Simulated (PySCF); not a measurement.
PbBr, SMILES [Br][Pb] (connectivity only; charge and spin as stated), neutral, multiplicity 2. Geometry optimised at B3LYP-D3(BJ)/def2-TZVP. The spin state was assumed, not searched. The def2 effective core potentials stand for the cores of Pb; spin–orbit coupling is left out.

Computed with B3LYP-D3(BJ)/def2-TZVP run with PySCF 2.14.0.

Harmonic wavenumbers (cm⁻¹): 203. Rotational constants (GHz): 1.259 (linear); symmetry number 1.

Work out the zero-point energy and the ideal-gas rigid-rotor harmonic-oscillator thermochemistry at 298.15 K and 1 atm.

ZPE = ½ Σ hcν = ½ × 203 cm⁻¹ = 0.29 kcal/mol. H − E(el) = 2.71 kcal/mol. Entropy in cal/(mol K): translation 42.86, rotation 18.89, vibration 2.11, spin 1.38, total 65.23. G − E(el) = -16.74 kcal/mol. Cp = 8.79 cal/(mol K).
